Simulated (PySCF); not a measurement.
Species: C₇H₆N₂Se₂.
Structure used (PBE0-D3(BJ)/def2-SVP), in Å, numbered top down from 1:
```
atom  x, y, z in Å
C1    -3.1303   -0.6248   -0.6665
Se2   -2.3233    1.1226   -0.8306
C3    -0.5230    0.6852   -0.4408
C4     0.3897    1.8015   -0.4743
C5     1.7191    1.6546   -0.2165
C6     2.2281    0.3544    0.0972
N7     3.4933    0.0862    0.3647
Se8    3.5854   -1.6627    0.6825
N9     1.8467   -1.9509    0.4278
C10    1.3068   -0.7794    0.1317
C11   -0.0800   -0.5781   -0.1453
H12   -3.0075   -1.0162    0.3525
H13   -4.1996   -0.4885   -0.8757
H14   -2.7036   -1.3214   -1.4009
H15   -0.0057    2.7924   -0.7148
H16    2.4075    2.5005   -0.2423
H17   -0.7370   -1.4465   -0.1100
```

Computed, not measured: PBE0-D3(BJ)/def2-SVP geometry optimisation, gas phase in PySCF 2.14.0.

Take the most abundant isotopes and a rigid rotor. The values belong to one conformer with, in the numbering `[CH3:1][Se:2][c:3]1[cH:4][cH:5][c:6]2[n:7][se:8][n:9][c:10]2[cH:11]1`, C1–Se2–C3–C4 180°.

Question: What are A, B and C (GHz)?

Answer: Ia = 238.63, Ib = 2182.74, Ic = 2418.09 u·Å²; 505379 MHz·u·Å²/I gives 2118, 231.5 and 209.0 MHz, that is A = 2.1178, B = 0.2315, C = 0.2090 GHz.

Question: Classify the top.

Answer: A near-prolate asymmetric top: κ = (2 × 231.5 − 2118 − 209.0)/(2118 − 209.0) = -0.98.

Question: What does the inertial defect say?

Answer: Not planar: Δ = Ic − Ia − Ib = -3.29 u·Å². For a rigid frame Δ = −2 Σ m c², so Σ m c² = 1.64 u·Å² lies off the ab plane, practically all of it from hydrogen. The atom farthest from that plane is 0.91 Å away.

Question: Give the other two planar moments, Paa and Pbb, and the rms extents of the mass along the axes.

Answer: Paa = Σ m a² = (Ib + Ic − Ia)/2 = 2181.10 and Pbb = Σ m b² = (Ia + Ic − Ib)/2 = 236.99 u·Å². With the mass M = 277.89 u, the rms extents √(P/M) along a, b and c are 2.80, 0.92, 0.08 Å.

Question: Which lines would a microwave search look for?

Answer: The dipole components are |μa| = 1.37 D, |μb| = 0.79 D, |μc| = 0.00 D; the mirror of this Cs structure is the ab plane, so μc vanishes by symmetry and there are no c-type lines. The squared components, which scale the intensities, stand as 1.00 : 0.33 (a : b). Some lines, for components of 0.1 D or more:

```tsv
type	branch	J(Ka,Kc)	MHz	lower level (cm⁻¹)
a	R	2(1,2) ← 1(1,1)	859	0.078
a	R	2(1,1) ← 1(1,0)	904	0.078
a	R	3(2,2) ← 2(2,1)	1322	0.297
a	R	3(1,2) ← 2(1,1)	1355	0.109
a	R	4(1,4) ← 3(1,3)	1717	0.149
a	R	4(3,2) ← 3(3,1)	1763	0.658
a	R	4(2,2) ← 3(2,1)	1764	0.341
a	R	4(1,3) ← 3(1,2)	1807	0.154
b	R	3(1,3) ← 2(0,2)	3152	0.044
b	R	4(1,4) ← 3(0,3)	3548	0.088
b	Q	3(2,1) ← 3(1,2)	5626	0.154
b	Q	4(2,3) ← 4(1,4)	5806	0.206
b	R	3(2,2) ← 2(1,1)	6981	0.109
b	Q	4(3,1) ← 4(2,2)	9486	0.400
b	Q	4(3,2) ← 4(2,3)	9489	0.400
b	R	4(3,2) ← 3(2,1)	11249	0.341
b	Q	4(4,0) ← 4(3,1)	13283	0.717
b	Q	4(4,1) ← 4(3,2)	13283	0.717
b	R	4(4,0) ← 3(3,1)	15045	0.658
```

Question: Estimate the classical rotational partition function at 10 K, 100 K and 200 K.

Answer: Point group Cs, symmetry number σ = 1; q = (√π/σ)·√((kT/h)³/(ABC)), k/h = 20836.6 MHz/K: 16700 at 10 K, 527000 at 100 K, 1490000 at 200 K.

No PBE0-D3(BJ)/def2-SVP frequencies stand behind this structure, so it isn't proved a minimum. No vibrational averaging or centrifugal distortion is included, and the geometry carries the error of its method. A rigid rotor knows nothing of internal rotation, which can split or shift real lines. Quadrupole hyperfine structure (14N) is left out.

On an Arm Neoverse V2 with one thread, no GPU, shared host with 32 logical CPUs at a one-minute load of 17, this took 2.7 min of wall time and 1.1 GiB of memory at its peak. This is the geometry optimisation.
